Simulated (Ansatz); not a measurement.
Calculated with Ansatz (gas phase, PBE0-D4/def2-TZVP geometries, no zero-point term in ΔE). CBS: MP2 limit from def2 TZ/QZ plus the TZ coupled-cluster correction, frozen cores. Functionals use def2-TZVPP. HSE06 is defined as in plane-wave codes. For Br, Ga outer-core shells are correlated without core-valence functions, which leaves a few kJ/mol of doubt a bond. Scalar relativity is left out up to krypton. One conformer a species, not always the lowest.

`CN(C)[Si]Br` + `C[N](C)[Ga]([NH2])[NH2]` → `CN(C)[Si]N(C)C` + `[NH2][Ga]([NH2])[Br]`  (redistribution)

Question: Is it downhill or uphill in electronic energy at CCSD(T)/CBS, and by how much? (Estimate.)

Answer: Computed: Downhill: ΔE = -44.4 kJ/mol.

Question: What do these levels give: PBE-D4, revPBE-D4, B97M-V, HSE06-D4, BHLYP-D4, ωB97M-V, revPBE, PBE0, HSE06, BHLYP, SCS-MP2/def2-TZVPP, CCSD/def2-TZVPP? (An estimate is asked.)

Answer: Ansatz gave: PBE-D4 -45.0, revPBE-D4 -47.1, B97M-V -54.9, HSE06-D4 -50.5, BHLYP-D4 -55.2, ωB97M-V -52.3, revPBE -41.6, PBE0 -49.5, HSE06 -49.3, BHLYP -54.3, SCS-MP2/def2-TZVPP -50.2, CCSD/def2-TZVPP -51.6 kJ/mol.

Largest T1 diagnostic among the species: 0.013.

At CCSD(T), def2-SVP lies −5.6 kJ/mol from the extrapolated value and def2-TZVPP −6.1 kJ/mol. In def2-TZVPP, CCSD(T) changes the Hartree–Fock value by +11.2 kJ/mol (the triples alone add +1.2 kJ/mol) and MP2 by +11.9 kJ/mol. From BLYP to BHLYP (50 % exact exchange), in def2-TZVPP and without D4, ΔE moves by −12.3 kJ/mol.
